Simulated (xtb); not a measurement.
xtb input (GFN-FF):

```bash
xtb mol.xyz --gfnff --opt tight --chrg 0 --uhf 0
```
mol.xyz:
```
9

Br     1.50342876    -0.28047451    -0.00227293
C     -0.30757946     0.16413475    -0.00954106
C     -0.94591454     1.35608605    -0.10913609
C     -2.34362437     1.04599892    -0.05351804
C     -2.43719041    -0.29887836     0.07431534
O     -1.18851104    -0.85805086     0.10300456
H     -0.48443416     2.32232581    -0.20846922
H     -3.16335090     1.74233683    -0.10321300
H     -3.25828065    -0.98769587     0.15447739
```

End of the output:

```
         :::::::::::::::::::::::::::::::::::::::::::::::::::::
         ::                     SUMMARY                     ::
         :::::::::::::::::::::::::::::::::::::::::::::::::::::
         :: total energy              -1.688204237157 Eh    ::
         :: gradient norm              0.000375657656 Eh/a0 ::
         ::.................................................::
         :: bond energy               -1.769345196087 Eh    ::
         :: angle energy               0.003863091870 Eh    ::
         :: torsion energy             0.000000000000 Eh    ::
         :: repulsion energy           0.122646809935 Eh    ::
         :: electrostat energy        -0.042070377160 Eh    ::
         :: dispersion energy         -0.004776375769 Eh    ::
         :: HB energy                 -0.000000697113 Eh    ::
         :: XB energy                  0.000000000000 Eh    ::
         :: bonded atm energy          0.001478507167 Eh    ::
         :: external energy            0.000000000000 Eh    ::
         :: add. restraining           0.000000000000 Eh    ::
         :: total charge               0.000000000000 e     ::
         :::::::::::::::::::::::::::::::::::::::::::::::::::::

           -------------------------------------------------
          |                Property Printout                |
           -------------------------------------------------

molecular dipole:
                 x           y           z       tot (Debye)
 q only:       -0.498       0.852      -0.070       2.515
           -------------------------------------------------
          |                Geometry Summary                 |
           -------------------------------------------------

      molecular mass/u    :      146.9696985
   center of mass at/Å    :        0.1882755       0.0479954      -0.0080755
  moments of inertia/u·Å² :        0.5450880E+02   0.3912340E+03   0.4457428E+03
rotational constants/cm⁻¹ :        0.3092644E+00   0.4308837E-01   0.3781919E-01

 * 9 selected distances

     #   Z          #   Z                                           value/Å
     1  35 Br       2   6 C                                       1.8898042 (max)
     2   6 C        3   6 C                                       1.3738540
Note: The following floating-point exceptions are signalling: IEEE_UNDERFLOW_FLAG IEEE_DENORMAL
normal termination of xtb
     3   6 C        4   6 C                                       1.3937689
     4   6 C        5   6 C                                       1.3721785
     2   6 C        6   8 O                                       1.3658835
     5   6 C        6   8 O                                       1.3632451
     3   6 C        7   1 H                                       1.0781250
     4   6 C        8   1 H                                       1.0777155 (min)
     5   6 C        9   1 H                                       1.0838232

 * 4 distinct bonds (by element types)

   Z      Z             #   av. dist./Å        max./Å        min./Å
   1 H    6 C           3     1.0798879     1.0838232     1.0777155
   6 C    6 C           3     1.3799338     1.3937689     1.3721785
   6 C    8 O           2     1.3645643     1.3658835     1.3632451
   6 C   35 Br          1     1.8898042     1.8898042     1.8898042

optimized geometry written to: xtbopt.xyz

           -------------------------------------------------
          | TOTAL ENERGY               -1.688204237157 Eh   |
          | GRADIENT NORM               0.000375657656 Eh/α |
           -------------------------------------------------
########################################################################
[WARNING] Runtime exception occurred
-1- gfnff_setup: Could not read topology file.
########################################################################

------------------------------------------------------------------------
------------------------------------------------------------------------
 total:
 SCF:
 ANC optimizer:
```
